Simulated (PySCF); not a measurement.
System (SMILES): F[C]Cl (closed-shell singlet).
Geometry (B3LYP-D3(BJ)/def2-TZVP, fixed):
```
C
F 1 1.2975
Cl 1 1.7557 2 106.70
```

Basis-set convergence of the mean static polarisability at PBE with PySCF. All functions are spherical. Density fitting with generated auxiliary sets. No added dispersion term, no relativity. Reference: the value in aug-pcseg-3, 32.07 bohr³, itself unsure by roughly 0.6 % (its mean distance from aug-cc-pV(Q+d)Z, aug-pcseg-2, aug-cc-pV(T+d)Z). Deviations are taken from unrounded values. Cost is core time over that of def2-SVP, rough, on shared machines of one kind.

```
basis        functions  mean static polarisability (bohr³)  minus reference (%)  cost
-----------  ---------  ----------------------------------  -------------------  ----
def2-SVP            46                               20.44                -36.3    1×
def2-SVPD           70                               31.03                 -3.2    1×
def2-TZVP           99                               26.52                -17.3    2×
def2-TZVPP         104                               26.57                -17.2    2×
def2-TZVPD         123                               31.83                 -0.8    2×
def2-TZVPPD        128                               31.84                 -0.7    3×
def2-QZVPP         184                               29.07                 -9.4    6×
def2-QZVPPD        208                               32.00                 -0.2    9×
```

The smallest set listed that lies within 5 % of the reference with all its larger relatives (same family, alike in diffuse functions; a set with none counts only in the reference's own line) is def2-SVPD (70 functions, 1× in cost, -3.2 % off).
